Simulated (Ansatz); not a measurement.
This geometry of CH5ClOSSi (10 atoms, charge 0, multiplicity 1) is a first-order saddle point.

All numbers below come from RKS PBE0/def2-SVP (Ansatz).

```xyz
10
Properties=species:S:1:pos:R:3
O 0.959 0.895 1.362
C 0.572 -0.361 1.013
Cl 1.992 -1.465 0.583
Si -0.608 -0.486 -0.503
S -1.251 1.555 -0.847
H 0.920 1.475 0.586
H 0.146 -0.854 1.899
H 0.093 -0.929 -1.737
H -1.740 -1.402 -0.181
H -1.000 1.522 -2.173
```

**Question.** Which two structures does it join? (They come from a converged band through this point; their orientation in space is the band's.)

**Answer.** No bond is made or broken. The dihedral H7–C2–Si4–H9 goes from 62 to -58°.

Initial state:

```xyz
10
Properties=species:S:1:pos:R:3
O 0.485 0.724 1.606
C 0.635 -0.368 0.807
Cl 2.149 -0.253 -0.263
Si -0.805 -0.587 -0.434
S -0.998 1.370 -1.306
H 0.126 1.446 1.062
H 0.833 -1.244 1.441
H -0.525 -1.666 -1.419
H -2.093 -0.825 0.279
H 0.276 1.353 -1.770
```

Final state:

```xyz
10
Properties=species:S:1:pos:R:3
O 1.335 0.897 0.670
C 0.479 -0.158 0.889
Cl 1.382 -1.718 1.224
Si -0.676 -0.537 -0.584
S -1.950 1.155 -0.931
H 1.849 0.722 -0.130
H -0.076 0.058 1.813
H 0.232 -0.811 -1.739
H -1.569 -1.693 -0.311
H -0.923 2.035 -0.897
```

**Question.** How far does it lie above each of them?

**Answer.** 0.231 eV above the first and 0.103 eV above the second. This is the barrier of this one path; another mechanism may lie lower.

Run time: 3.9 min on 2 threads of Intel(R) Xeon(R) 6975P-C (Granite Rapids), on a shared host, peak memory 0.29 GiB.
